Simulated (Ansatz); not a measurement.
C$_{2}$H$_{6}$SSn, SMILES `[CH2]1S[CH2][SnH2]1`. Total charge 0; spin multiplicity 1. Sn takes the def2 core potential. The geometry is a stationary point of PBE0-D4/def2-TZVP.

```xyz
10

C    -1.187   -0.860   -0.083
S    -1.440    0.919   -0.377
C     0.293    1.431   -0.148
Sn    0.931   -0.594    0.241
H    -1.744   -1.214    0.784
H    -1.447   -1.459   -0.956
H     0.708    1.879   -1.051
H     0.407    2.119    0.689
H     1.972   -1.299   -0.916
H     1.507   -0.921    1.817
```

Task: What is the dipole moment at r2SCAN/def2-TZVPP? (Estimate.)

Result: Computed: 1.85 D, with components (1.52, -0.97, 0.40) D in this frame, pointing from negative to positive charge.

Task: And with PBE, B3LYP, ωB97M-V? (An estimate is asked.)

Result: Computed: PBE 1.71 D, B3LYP 1.79 D, ωB97M-V 1.89 D.

Task: Give the Mulliken charges with r2SCAN, ωB97M-V, B3LYP in def2-TZVPP. (An estimate is asked.)

Result: Computed: 
```csv
atom,r2SCAN,ωB97M-V,B3LYP
C1,-0.37,-0.50,-0.46
S2,-0.12,-0.05,-0.10
C3,-0.37,-0.50,-0.46
Sn4,0.69,0.60,0.75
H5,0.10,0.15,0.13
H6,0.10,0.15,0.13
H7,0.10,0.15,0.13
H8,0.10,0.15,0.13
H9,-0.12,-0.08,-0.12
H10,-0.12,-0.08,-0.12
```

B3LYP here is the variant with VWN-RPA as its local correlation; programs differ in this.
